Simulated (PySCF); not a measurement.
PySCF input for C4H6F2, SMILES [C@H]1(C[C@@H](C1)F)F, TDA-LC-ωPBE/def2-SVPD. The structure is a stationary point at PBE0-D3(BJ)/def2-SVP. The structure was generated by enumeration; whether it is a known compound was not checked.

```python
import numpy as np
from pyscf import gto, scf, dft, tdscf

mol = gto.M(
    atom='''
    F     0.00000000   -2.14295485   -0.45269897
    C    -0.00000000   -1.05628318    0.37280760
    C    -1.07655494    0.00000000    0.11187186
    C    -0.00000000    1.05628318    0.37280760
    F     0.00000000    2.14295484   -0.45269897
    C     1.07655494    0.00000000    0.11187186
    H    -0.00000000   -1.41976006    1.41391304
    H    -1.99673427    0.00000000    0.71201933
    H    -1.32672471    0.00000000   -0.95971842
    H    -0.00000000    1.41976006    1.41391304
    H     1.32672471    0.00000000   -0.95971843
    H     1.99673428    0.00000000    0.71201933
    ''',
    basis='def2-SVPD',
    charge=0,
    spin=0,
    symmetry=True,
    max_memory=1600,
    verbose=4,
)
mf = dft.RKS(mol, xc='lc_wpbe').density_fit(auxbasis='def2-universal-jkfit')
mf.grids.level = 3
mf.conv_tol = 1e-9
mf.max_cycle = 100
mf.kernel()
mf.grids = dft.Grids(mol).set(level=1).build(with_non0tab=True)  # coarser grid for the response kernel
td = tdscf.TDA(mf)
td.singlet = True
td.nstates = 10
td.conv_tol = 1e-4
td.positive_eig_threshold = 1e-6
td.kernel(x0=td.get_init_guess(mf, 15))
td.analyze()
tt = tdscf.TDA(mf)
tt.singlet = False
tt.nstates = 4
tt.conv_tol = 1e-4
tt.positive_eig_threshold = 1e-6
tt.kernel(x0=tt.get_init_guess(mf, 9))
tt.analyze(verbose=3)
```

Log of the run:

```
PySCF version 2.14.0

[INPUT] verbose = 4
[INPUT] num. atoms = 12
[INPUT] num. electrons = 48
[INPUT] charge = 0
[INPUT] spin (= nelec alpha-beta = 2S) = 0
[INPUT] symmetry True subgroup None
[INPUT] Mole.unit = angstrom
[INPUT] Symbol           X                Y                Z      unit          X                Y                Z       unit  Magmom
[INPUT]  1 F      0.000000000000  -2.142954850000  -0.452698970000 AA    0.000000000000  -4.049597763808  -0.855477070173 Bohr   0.0
[INPUT]  2 C      0.000000000000  -1.056283180000   0.372807600000 AA    0.000000000000  -1.996085920185   0.704504261156 Bohr   0.0
[INPUT]  3 C     -1.076554940000   0.000000000000   0.111871860000 AA   -2.034393994648   0.000000000000   0.211407176446 Bohr   0.0
[INPUT]  4 C      0.000000000000   1.056283180000   0.372807600000 AA    0.000000000000   1.996085920185   0.704504261156 Bohr   0.0
[INPUT]  5 F      0.000000000000   2.142954840000  -0.452698970000 AA    0.000000000000   4.049597744911  -0.855477070173 Bohr   0.0
[INPUT]  6 C      1.076554940000   0.000000000000   0.111871860000 AA    2.034393994648   0.000000000000   0.211407176446 Bohr   0.0
[INPUT]  7 H      0.000000000000  -1.419760060000   1.413913040000 AA    0.000000000000  -2.682957675996   2.671908409551 Bohr   0.0
[INPUT]  8 H     -1.996734270000   0.000000000000   0.712019330000 AA   -3.773280913833   0.000000000000   1.345521529096 Bohr   0.0
[INPUT]  9 H     -1.326724710000   0.000000000000  -0.959718420000 AA   -2.507146344593   0.000000000000  -1.813604970500 Bohr   0.0
[INPUT] 10 H      0.000000000000   1.419760060000   1.413913040000 AA    0.000000000000   2.682957675996   2.671908409551 Bohr   0.0
[INPUT] 11 H      1.326724710000   0.000000000000  -0.959718430000 AA    2.507146344593   0.000000000000  -1.813604989398 Bohr   0.0
[INPUT] 12 H      1.996734280000   0.000000000000   0.712019330000 AA    3.773280932731   0.000000000000   1.345521529096 Bohr   0.0

nuclear repulsion = 248.031505181474
point group symmetry = C2v
symmetry origin: [ 3.93692939e-10 -3.54323667e-09 -1.96846472e-09]
symmetry axis x: [ 1.00000000e+00  1.43780482e-18 -4.71374041e-10]
symmetry axis y: [2.1284314e-19 1.0000000e+00 4.6446725e-10]
symmetry axis z: [ 4.71374041e-10 -4.64467457e-10  1.00000000e+00]
num. orbitals of irrep A1 = 62
num. orbitals of irrep A2 = 25
num. orbitals of irrep B1 = 41
num. orbitals of irrep B2 = 46
number of shells = 74
number of NR pGTOs = 246
number of NR cGTOs = 174
basis = def2-SVPD
ecp = {}


[settings echo left out]
init E= -356.215377721457
HOMO (B1) = -0.33897515258439  LUMO (A1) = 0.0523946962747943  gap/eV = 10.64972
cycle= 1 E= -355.16338773532  delta_E= 1.05  |g|= 0.687  |ddm|= 4.35
HOMO (B2) = -0.408633126988878  LUMO (A1) = 0.0699584096155936  gap/eV = 13.02314
cycle= 2 E= -355.169399245201  delta_E= -0.00601  |g|= 0.749  |ddm|= 1.56
HOMO (B2) = -0.442746539796684  LUMO (A1) = 0.085477793921116  gap/eV = 14.37372
cycle= 3 E= -355.256377395814  delta_E= -0.087  |g|= 0.0558  |ddm|= 0.79
HOMO (B2) = -0.436195100305023  LUMO (A1) = 0.0875047237956377  gap/eV = 14.25060
cycle= 4 E= -355.257027273695  delta_E= -0.00065  |g|= 0.0218  |ddm|= 0.116
HOMO (B2) = -0.438244384383537  LUMO (A1) = 0.0878162904644118  gap/eV = 14.31484
cycle= 5 E= -355.257147437437  delta_E= -0.00012  |g|= 0.00539  |ddm|= 0.0396
HOMO (B2) = -0.43798062203794  LUMO (A1) = 0.0878006085040148  gap/eV = 14.30724
cycle= 6 E= -355.257155204962  delta_E= -7.77e-06  |g|= 0.000605  |ddm|= 0.0143
HOMO (B2) = -0.43797213101561  LUMO (A1) = 0.0877774686760948  gap/eV = 14.30638
cycle= 7 E= -355.25715546955  delta_E= -2.65e-07  |g|= 0.00015  |ddm|= 0.00328
HOMO (B2) = -0.43800062251538  LUMO (A1) = 0.087778301739986  gap/eV = 14.30717
cycle= 8 E= -355.257155479474  delta_E= -9.92e-09  |g|= 5.73e-05  |ddm|= 0.000709
HOMO (B2) = -0.437989246969622  LUMO (A1) = 0.0877802216383174  gap/eV = 14.30692
cycle= 9 E= -355.257155480686  delta_E= -1.21e-09  |g|= 1.29e-05  |ddm|= 0.000217
HOMO (B2) = -0.43799081299484  LUMO (A1) = 0.0877796472705357  gap/eV = 14.30694
cycle= 10 E= -355.257155480757  delta_E= -7.06e-11  |g|= 2.52e-06  |ddm|= 8.07e-05
HOMO (B2) = -0.437990539978312  LUMO (A1) = 0.0877798892035471  gap/eV = 14.30694
Extra cycle  E= -355.257155480761  delta_E= -3.87e-12  |g|= 1.09e-06  |ddm|= 1.25e-05
converged SCF energy = -355.257155480761
tot grids = 46152
Overwritten attributes  positive_eig_threshold  of <class 'pyscf.tdscf.rks.TDA'>


******** <class 'pyscf.tdscf.rks.TDA'> for <class 'pyscf.df.df_jk.DFSymAdaptedRKS'> ********
nstates = 10 singlet
deg_eia_thresh = 1.000e-03
wfnsym = None
conv_tol = 0.0001
eigh lindep = 1e-12
eigh level_shift = 0
eigh max_cycle = 100


Excitation energies (eV)
[ 9.29179227  9.42289671  9.44453085  9.68790423  9.7883612   9.89586725
 10.10984132 10.2638981  10.29450655 10.48218505]

** Singlet excitation energies and oscillator strengths **
Excited State   1:   B2      9.29179 eV    133.43 nm  f=0.0027
      21 -> 26       -0.18927
      24 -> 25        0.57235
      24 -> 28       -0.22935
      24 -> 29        0.19723
      24 -> 35       -0.11194
Excited State   2:   B1      9.42290 eV    131.58 nm  f=0.0294
      22 -> 26        0.26496
      23 -> 25       -0.55201
      23 -> 28        0.20895
      23 -> 29       -0.19267
      23 -> 35        0.12481
Excited State   3:   A2      9.44453 eV    131.28 nm  f=0.0000
      22 -> 25        0.47906
      22 -> 28       -0.21346
      22 -> 29        0.26888
      22 -> 35       -0.12283
      23 -> 26       -0.31427
Excited State   4:   A1      9.68790 eV    127.98 nm  f=0.0309
      21 -> 25       -0.30849
      24 -> 26        0.58100
      24 -> 43       -0.10561
Excited State   5:   B2      9.78836 eV    126.66 nm  f=0.0025
      24 -> 25       -0.31820
      24 -> 28       -0.25964
      24 -> 29        0.53245
Excited State   6:   B1      9.89587 eV    125.29 nm  f=0.0298
      23 -> 25       -0.34818
      23 -> 28       -0.28479
      23 -> 29        0.50188
      23 -> 41        0.10306
Excited State   7:   A2     10.10984 eV    122.64 nm  f=0.0000
      22 -> 25        0.42985
      22 -> 28        0.24988
      22 -> 29       -0.39857
      23 -> 26        0.12149
      24 -> 27       -0.18127
Excited State   8:   A2     10.26390 eV    120.80 nm  f=0.0000
      22 -> 25       -0.10329
      22 -> 28        0.33826
      22 -> 29       -0.10235
      22 -> 30        0.15768
      23 -> 26       -0.50300
      23 -> 34       -0.22405
Excited State   9:   B1     10.29451 eV    120.44 nm  f=0.0058
      18 -> 25       -0.10158
      22 -> 26       -0.52715
      22 -> 34       -0.14283
      23 -> 25       -0.11258
      23 -> 28        0.33526
      23 -> 30        0.14764
Excited State  10:   A1     10.48219 eV    118.28 nm  f=0.0001
      19 -> 25        0.11523
      21 -> 25        0.33802
      21 -> 29       -0.15811
      23 -> 27        0.52343
      24 -> 26        0.14989

** Transition electric dipole moments (AU) **
state          X           Y           Z        Dip. S.      Osc.
  1        -0.0000      0.1082     -0.0000      0.0117      0.0027
  2        -0.3569     -0.0000      0.0000      0.1274      0.0294
  3         0.0000      0.0000      0.0000      0.0000      0.0000
  4         0.0000      0.0000     -0.3609      0.1303      0.0309
  5         0.0000     -0.1016     -0.0000      0.0103      0.0025
  6        -0.3503     -0.0000     -0.0000      0.1227      0.0298
  7        -0.0000     -0.0000      0.0000      0.0000      0.0000
  8        -0.0000     -0.0000      0.0000      0.0000      0.0000
  9        -0.1520      0.0000      0.0000      0.0231      0.0058
 10         0.0000      0.0000      0.0154      0.0002      0.0001

** Transition velocity dipole moments (imaginary part, AU) **
state          X           Y           Z        Dip. S.      Osc.
  1        -0.0000      0.0217     -0.0000      0.0005      0.0009
  2        -0.1302     -0.0000      0.0000      0.0169      0.0326
  3        -0.0000      0.0000     -0.0000      0.0000      0.0000
  4         0.0000     -0.0000     -0.0759      0.0058      0.0108
  5         0.0000     -0.0533      0.0000      0.0028      0.0053
  6        -0.0779     -0.0000     -0.0000      0.0061      0.0111
  7         0.0000     -0.0000      0.0000      0.0000      0.0000
  8        -0.0000     -0.0000      0.0000      0.0000      0.0000
  9        -0.0057     -0.0000     -0.0000      0.0000      0.0001
 10         0.0000     -0.0000      0.0076      0.0001      0.0001

** Transition magnetic dipole moments (imaginary part, AU) **
state          X           Y           Z
  1         0.4383      0.0000      0.0000
  2        -0.0000     -0.8879     -0.0000
  3         0.0000     -0.0000      0.4584
  4        -0.0000      0.0000      0.0000
  5         0.7143     -0.0000      0.0000
  6        -0.0000     -0.0742     -0.0000
  7        -0.0000      0.0000      0.2907
  8        -0.0000      0.0000     -0.9415
  9         0.0000      0.1207      0.0000
 10        -0.0000      0.0000      0.0000


******** <class 'pyscf.tdscf.rks.TDA'> for <class 'pyscf.df.df_jk.DFSymAdaptedRKS'> ********
nstates = 4 triplet
deg_eia_thresh = 1.000e-03
wfnsym = None
conv_tol = 0.0001
eigh lindep = 1e-12
eigh level_shift = 0
eigh max_cycle = 100


Excitation energies (eV)
[8.79317435 8.95995357 9.13330969 9.23121411]

** Triplet excitation energies and oscillator strengths **
Excited State   1:   B2      8.79317 eV    141.00 nm  f=0.0000
Excited State   2:   B1      8.95995 eV    138.38 nm  f=0.0000
Excited State   3:   A2      9.13331 eV    135.75 nm  f=0.0000
Excited State   4:   A1      9.23121 eV    134.31 nm  f=0.0000
```

The calculation finished and met its thresholds.

Cost: around 4 core-minutes (rough).
